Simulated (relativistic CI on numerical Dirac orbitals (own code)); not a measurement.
## Cs XLIII: q coefficients and field-shift factors

Computed by Dirac-Coulomb-Breit CI, KLI orbitals optimised for each configuration, derivatives by finite differences, unscaled Slater integrals, QED left out (own radial code, finite nucleus).

Configuration list (outside the closed core [Ne]): 3s²3p, 3s3p², 3s²3d, 3p³, 3s3p3d, 3p3d², 3p²3d, 3s3d². Levels of other configurations are missing.

With x = (α/α₀)² − 1 an excitation energy changes as ω = ω₀ + qx; K = 2q/ω₀ is the relative enhancement. Terms are leading LS components, so labels can repeat. The field-shift factor is F = δν/δ⟨r²⟩ for the transition from the lowest level.

Lowest level 3s²3p ²P°1/2.

```tsv
Level	ω₀ (cm⁻¹)	q (cm⁻¹)	F (GHz/fm²)
3s²3p ²P°3/2	724141	805100	-40.4
3s3p² ⁴P1/2	854814	144400	-1030
3s3p² ⁴P3/2	1430005	907100	-1060
3s3p² ²D5/2	1524948	919400	-1030
3s3p² ²D3/2	1653717	914900	-921
3s3p² ²P1/2	1724695	896400	-1080
3s²3d ²D3/2	2019769	869200	-215
3s²3d ²D5/2	2082873	1.24e+06	-393
3s3p² ²D5/2	2301760	1.459e+06	-767
3s3p² ²S1/2	2452124	1.698e+06	-1100
3s3p² ²P3/2	2494680	1.693e+06	-1100
3p³ ²P°3/2	2522051	1.009e+06	-1860
3s3p3d ⁴F°3/2	2625057	948200	-1150
```

At this charge energies of transitions that change n are usually good to better than 1 %, and those within a shell (Δn = 0) to a few per cent.

(1) Which transition from the lowest level has the largest |K|?

Results:

(1) 3s²3p ²P°3/2 at 724141 cm⁻¹, K = 2.22.
